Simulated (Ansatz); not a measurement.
Ansatz (an electronic-structure program) input:

Ansatz 0.2 input:
```yaml
crystal:
  periodic: [false, false, false]
  atoms:
    - {symbol: Sn, position_ang: [0.00824810, 0.00044421, -0.25871245]}
    - {symbol: F, position_ang: [0.75150045, 1.42315253, 0.74578065]}
    - {symbol: F, position_ang: [-0.79732324, -1.42562035, 0.69151074]}
basis:
  gaussian:
    orbitals: def2-TZVPD
hamiltonian:
  xc: {name: BLYP}
total_charge: 1
magnetization: {spin_polarized: true, initial_magnetization: 1}
output: {forces: true}
```

Predict the final energy.

-413.72682 Eh (BLYP/def2-TZVPD). The basis has 136 functions.
